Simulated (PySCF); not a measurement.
# Highest orbital energy against ionisation energy along the noble gases

Calculated with PySCF 2.14, no spin-orbit coupling. Each cell gives −ε(HOMO) / ΔSCF in eV; NIST values include spin-orbit coupling, (s) semi-empirical, (t) theoretical.

| species | UHF | LDA | PBE | PBE0 | r2SCAN | NIST (lowest levels) |
| --- | --- | --- | --- | --- | --- | --- |
| Ne²⁺ (dyall-av2z, non-relativistic) | 64.029 / 61.784 | 52.101 / 63.617 | 52.486 / 63.849 | 55.681 / 63.698 | 53.322 / 63.571 | 63.423 |
| Ar²⁺ (dyall-av2z, non-relativistic) | 40.244 / 39.274 | 34.019 / 40.784 | 34.061 / 40.658 | 35.899 / 40.646 | 34.438 / 40.576 | 40.735 ± 0.012 (s) |
| Kr²⁺ (dyall-av2z, non-relativistic) | 34.936 / 34.171 | 29.889 / 35.705 | 29.745 / 35.382 | 31.328 / 35.391 | 30.172 / 35.459 | 35.838 ± 0.02 |
| Xe²⁺ (dyall-av2z, non-relativistic) | 29.728 / 29.121 | 25.720 / 30.623 | 25.525 / 30.269 | 26.854 / 30.282 | 25.833 / 30.276 | 31.05 ± 0.04 (s) |

Task: How far is −ε(HOMO) from ΔSCF on average for each method, and why?

Result: UHF 1.15 eV; LDA -7.25 eV; PBE -7.09 eV; PBE0 -5.06 eV; r2SCAN -6.53 eV. Hartree-Fock orbital energies lack relaxation and so exceed the ΔSCF value; semilocal functionals have convex E(N) from self-interaction, so their HOMO lies far too high; exact exchange moves hybrids part of the way back.
